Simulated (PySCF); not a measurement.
Molecule: SMILES C=CC([SiH3])([SiH3])[SiH3], C3H12Si3.

Cartesian coordinates in Å; atom numbers follow the order of the lines, from 1:
```xyz
18

C     1.5379    0.9946   -1.2678
C     0.9601    0.6042   -0.1266
C    -0.2492   -0.2768    0.0359
Si   -1.5618    0.6903    1.0138
Si   -1.0126   -0.8647   -1.5971
Si    0.2608   -1.7969    1.0577
H     2.4194    1.6397   -1.2502
H     1.1679    0.6959   -2.2538
H     1.4097    0.9597    0.8126
H    -0.9706    1.1577    2.3062
H    -2.0131    1.8790    0.2291
H    -2.7407   -0.1814    1.3062
H    -1.4602    0.2984   -2.4235
H    -0.0277   -1.6658   -2.3873
H    -2.1962   -1.7234   -1.2900
H     0.8644   -1.3457    2.3500
H    -0.9301   -2.6518    1.3512
H     1.2710   -2.6013    0.3060
```

Geometry PBE0-D3(BJ)/def2-SVP throughout; GIAO in PySCF 2.14.0 with density-fitted response routines, gas phase, one conformer, non-relativistic; equivalent atoms averaged; basis pcSseg-1.

**Question.** How do the absolute shieldings σ depend on the functional? (ppm; last column core-seconds on shared hosts with different chips, so compare them loosely)

**Answer.** 
| functional | kind | C2 | C1 | C3 | Si4/Si5/Si6 | H9 | H7 | H8 | H10/H11/H12/H13/H14/H15/H16/H17/H18 | core-s |
| --- | --- | --- | --- | --- | --- | --- | --- | --- | --- | --- |
| HF | Hartree–Fock | 45.4 | 68.1 | 198.6 | 444.5 | 25.86 | 26.39 | 26.44 | 27.94 | 15 |
| LDA | LDA | 28.0 | 54.7 | 171.3 | 384.5 | 24.67 | 25.46 | 25.41 | 26.54 | 36 |
| PBE | GGA | 34.9 | 59.7 | 173.4 | 398.4 | 25.18 | 25.91 | 25.89 | 27.08 | 49 |
| BLYP | GGA | 28.9 | 55.8 | 167.6 | 387.3 | 25.41 | 26.20 | 26.17 | 27.37 | 47 |
| BP86 | GGA | 34.5 | 59.4 | 172.4 | 397.0 | 25.25 | 25.99 | 25.96 | 27.15 | 49 |
| OPBE | GGA | 48.0 | 68.8 | 181.8 | 421.4 | 25.23 | 25.82 | 25.86 | 27.14 | 50 |
| KT2 | GGA | 46.0 | 70.3 | 176.3 | 424.3 | 25.31 | 26.07 | 25.99 | 27.10 | 42 |
| KT3 | GGA | 48.0 | 71.1 | 177.4 | 426.9 | 25.51 | 26.19 | 26.18 | 27.40 | 40 |
| B97-D | GGA | 38.7 | 63.2 | 173.2 | 407.3 | 25.47 | 26.22 | 26.19 | 27.45 | 40 |
| B3LYP | global hybrid | 31.6 | 57.4 | 174.9 | 398.2 | 25.46 | 26.16 | 26.16 | 27.45 | 32 |
| PBE0 | global hybrid | 38.2 | 61.7 | 181.9 | 411.7 | 25.30 | 25.92 | 25.93 | 27.24 | 32 |
| mPW1PW91 | global hybrid | 37.5 | 60.8 | 181.2 | 409.9 | 25.37 | 25.99 | 26.00 | 27.32 | 33 |
| WP04 | global hybrid | 27.7 | 51.2 | 166.9 | 394.0 | 25.93 | 26.50 | 26.55 | 28.15 | 40 |
| B97-2 | global hybrid | 41.0 | 64.1 | 181.1 | 415.5 | 25.46 | 26.09 | 26.10 | 27.43 | 40 |
| BHandHLYP | global hybrid | 35.9 | 60.5 | 184.2 | 414.6 | 25.58 | 26.19 | 26.21 | 27.61 | 38 |
| CAM-B3LYP | range-separated hybrid | 32.3 | 57.9 | 181.4 | 402.6 | 25.41 | 26.05 | 26.05 | 27.41 | 52 |
| wB97X-D | range-separated hybrid | 37.4 | 61.2 | 184.6 | 410.2 | 25.45 | 26.06 | 26.04 | 27.40 | 52 |
| LC-wPBE | range-separated hybrid | 39.1 | 60.8 | 192.1 | 416.2 | 25.39 | 25.87 | 25.89 | 27.40 | 69 |

**Question.** Which nucleus moves most, in ppm?

**Answer.** Si4/Si5/Si6 (silicon bonded to C, 3 H): from 384.5 ppm with LDA to 444.5 ppm with HF. The smallest spread is 1.04 ppm, at H7. Proton shifts span only some 12 ppm, so a few tenths of a ppm matter as much there as several ppm in carbon.
